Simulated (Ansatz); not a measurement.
Isomers of C2H3BOSe, relaxed with PBE0-D4/def2-TZVP in Ansatz; electronic energies, one conformer each and not always the lowest. Functionals use def2-TZVPP; CBS adds triple-zeta CCSD(T) − MP2 to the MP2 limit of def2-TZVPP and def2-QZVPP.

Outer-core shells of Se are correlated without core-valence functions. Scalar relativity is left out up to krypton. Spin–orbit coupling is left out.

Task: Order them by energy at frozen-core CCSD(T)/CBS, lowest first. (Best estimate.)
A. `BOC=C=[Se]`
B. `C=C1OB1[SeH]`
C. `C=C1[Se]B1O`

Result: C (0.0 kcal/mol), B (22.4 kcal/mol), A (46.3 kcal/mol).

Task: How do ωB97M-V, B2PLYP, PBE-D4, B3LYP-D4 place them (kcal/mol, against `C=C1[Se]B1O`)? (An estimate is asked.)

Result: Computed: 
```json
{"isomer": "`BOC=C=[Se]`", "ωB97M-V": "46.5", "B2PLYP": "44.4", "PBE-D4": "48.1", "B3LYP-D4": "43.7"}
{"isomer": "`C=C1OB1[SeH]`", "ωB97M-V": "19.5", "B2PLYP": "21.8", "PBE-D4": "21.4", "B3LYP-D4": "21.6"}
```

B3LYP here is the variant with VWN-RPA as its local correlation; programs differ in this.
